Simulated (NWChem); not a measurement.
Species: C₂H₆AlF; SMILES [F][Al]([CH3])[CH3]

All runs: NWChem. Coordinates come from a PBE-D3(BJ)/def2-SVP optimisation. Static field.

```tsv
level	isotropic polarisability (bohr³)	anisotropy (bohr³)
PBE/aug-cc-pVDZ	54.9	17.5
B3LYP/aug-cc-pVDZ	[?]	[?]
Hartree-Fock/aug-cc-pVDZ	46.9	12.2
```

Question: Some entries are withheld; supply them.

Answer: 
- B3LYP/aug-cc-pVDZ, isotropic polarisability (bohr³): 52.5
- B3LYP/aug-cc-pVDZ, anisotropy (bohr³): 16.2
